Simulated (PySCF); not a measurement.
Compound: C₇H₃N.
Bonds: C1–C2 (double), C2–C3, C3–C4 (triple), C4–C5, C5–C6 (triple), C6–C7, C7–N8 (triple). Hydrogens: H9, H10 on C1; H11 on C2.

Vertical excitations from PySCF (density fitting, frozen core in the response, grid level 2 and gas phase unless stated; continuum runs use non-equilibrium linear response for the excitations) on a GFN2-xTB geometry. Reference run:

| settings | S1, eV (f) | S2, eV (f) | S3, eV (f) | S4, eV (f) | S5, eV (f) | S6, eV (f) | T1, eV (Tamm–Dancoff) | mean α (au) |
| --- | --- | --- | --- | --- | --- | --- | --- | --- |
| PBE0/def2-SVPD, full TDDFT, 6 singlets | 3.61 (0.000) | 3.77 (0.000) | 3.81 (0.100) | 5.62 (1.252) | 5.67 (0.000) | 5.87 (0.000) | 2.58 | 116.0 |

What do these settings give: B97-2/aug-cc-pVDZ, IEF-PCM chloroform, start guess vsap, TDA, 3 singlets?

| settings | S1, eV (f) | S2, eV (f) | S3, eV (f) | S4, eV (f) | S5, eV (f) | S6, eV (f) | T1, eV (Tamm–Dancoff) | mean α (au) |
| --- | --- | --- | --- | --- | --- | --- | --- | --- |
| B97-2/aug-cc-pVDZ, IEF-PCM chloroform, start guess vsap, TDA, 3 singlets | 3.60 (0.000) | 3.71 (0.000) | 3.77 (0.161) | – | – | – | 2.67 | 156.4 |

S1 moves by -0.01 eV; functional, basis, environment and response scheme change together, so the shift can't be laid on one. States are counted by energy in each run and needn't keep their character from row to row.

Which orbital pairs make up S1 in each run, and how does it sit against the orbital gap?

```
                                                                settings  S1 configurations (weight)  S1 (eV)  orbital gap (eV)  S1 − gap (eV)
                                  PBE0/def2-SVPD, full TDDFT, 6 singlets      H−1→L 0.71, H→L+1 0.26     3.61              4.75          -1.14
B97-2/aug-cc-pVDZ, IEF-PCM chloroform, start guess vsap, TDA, 3 singlets      H→L+1 0.79, H−1→L 0.20     3.60              4.46          -0.86
```

The species at its GFN2-xTB geometry.
